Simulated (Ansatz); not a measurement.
`CCCCCCCCC` + `BN[SiH3]` → `BN([SiH3])CC` + `CCCCCCC`  (substitution at a C–C bond)

Computed with Ansatz on PBE0-D4/def2-TZVP structures; ΔE is electronic, products minus reactants. CCSD(T)/CBS is the MP2 limit (def2-TZVPP, def2-QZVPP) plus CCSD(T) − MP2 in def2-TZVPP, frozen cores. Functionals use def2-TZVPP. B3LYP here is the variant with VWN-RPA as its local correlation; programs differ in this. One conformer a species, not always the lowest.

`CCCCCCCCC`:

```xyz
29

C    -0.039    2.635    1.711
C     0.045    1.355    2.526
C    -1.184    0.460    2.400
C    -1.509    0.000    0.984
C    -0.399   -0.789    0.312
C    -0.793   -1.313   -1.061
C     0.326   -2.039   -1.811
C     1.126   -1.168   -2.775
C     1.850    0.008   -2.140
H     0.827    3.276    1.891
H    -0.075    2.431    0.638
H    -0.935    3.207    1.966
H     0.181    1.609    3.583
H     0.941    0.796    2.237
H    -2.051    0.993    2.806
H    -1.044   -0.422    3.037
H    -1.762    0.866    0.361
H    -2.416   -0.615    1.015
H     0.498   -0.169    0.227
H    -0.117   -1.637    0.950
H    -1.647   -1.988   -0.935
H    -1.164   -0.482   -1.676
H    -0.100   -2.866   -2.386
H     1.007   -2.499   -1.085
H     1.857   -1.801   -3.291
H     0.450   -0.795   -3.553
H     2.453    0.541   -2.880
H     1.152    0.729   -1.710
H     2.521   -0.322   -1.341
```

`BN[SiH3]`:

```xyz
9

B    -1.384    0.604   -0.387
N    -0.160   -0.026   -0.634
Si    1.065   -0.425    0.544
H    -1.658    0.919    0.736
H    -2.134    0.818   -1.296
H     0.035   -0.275   -1.594
H     1.313   -1.891    0.557
H     0.577    0.027    1.866
H     2.346    0.249    0.207
```

`BN([SiH3])CC`:

Z-matrix (Å, degrees):
```
Si
N 1 1.749
H 1 1.488 2 110.4
H 1 1.488 2 109.2 3 117.7
H 1 1.479 2 109.1 3 -121.2
C 2 1.467 1 116.6 3 -56.6
B 2 1.396 1 122.5 3 124.2
C 6 1.517 2 112.5 1 88.2
H 6 1.097 2 109.3 1 -34.2
H 6 1.092 2 108.2 1 -150.1
H 7 1.200 2 119.1 1 177.7
H 7 1.197 2 119.6 1 -2.1
H 8 1.093 6 110.6 2 -179.1
H 8 1.092 6 111.4 2 -59.0
H 8 1.092 6 110.3 2 61.0
```

`CCCCCCC`:

```xyz
23

C    -1.679   -0.244    2.837
C    -1.544   -1.364    1.818
C    -1.237   -0.885    0.405
C     0.112   -0.201    0.251
C     0.416    0.201   -1.183
C     1.764    0.883   -1.348
C     2.057    1.279   -2.785
H    -0.746    0.312    2.958
H    -1.956   -0.633    3.820
H    -2.451    0.470    2.534
H    -0.759   -2.059    2.140
H    -2.473   -1.944    1.801
H    -1.277   -1.742   -0.278
H    -2.029   -0.200    0.076
H     0.156    0.690    0.887
H     0.900   -0.872    0.615
H    -0.375    0.868   -1.548
H     0.379   -0.688   -1.825
H     2.552    0.216   -0.982
H     1.799    1.771   -0.707
H     1.301    1.972   -3.165
H     2.059    0.404   -3.442
H     3.031    1.766   -2.879
```

| level | ΔE (kJ/mol) | difference from CCSD(T)/CBS |
| --- | --- | --- |
| PBE-D4 | 11.2 | -4.4 |
| r2SCAN-D4 | 13.6 | -2.0 |
| PBE0-D4 | 13.6 | -2.0 |
| B3LYP-D4 | 11.2 | -4.4 |
| ωB97X-V | 15.1 | -0.5 |
| ωB97M-V | 16.4 | 0.8 |
| B2PLYP | 11.4 | -4.2 |
| PBE | 9.1 | -6.5 |
| r2SCAN | 12.1 | -3.5 |
| PBE0 | 11.5 | -4.1 |
| B3LYP | 8.8 | -6.8 |
| HF/def2-TZVPP | 10.9 | -4.7 |
| MP2/def2-TZVPP | 16.6 | 1.0 |
| SCS-MP2/def2-TZVPP | 14.6 | -1.0 |
| CCSD/def2-TZVPP | 15.7 | 0.1 |
| CCSD(T)/def2-TZVPP | 15.4 | -0.2 |
| HF/def2-QZVPP | 10.6 | -5.0 |
| MP2/def2-QZVPP | 16.6 | 1.0 |
| SCS-MP2/def2-QZVPP | 14.7 | -0.9 |
| HF/CBS(def2) | 10.5 | -5.1 |
| MP2/CBS(def2) | 16.8 | 1.2 |
| CCSD/CBS(def2) | 15.9 | 0.3 |
| CCSD(T)/CBS | 15.6 | 0 |

Largest T1 diagnostic among the species: 0.012.

In def2-TZVPP, CCSD(T) changes the Hartree–Fock value by +4.4 kJ/mol (the triples alone add −0.3 kJ/mol) and MP2 by +5.7 kJ/mol.
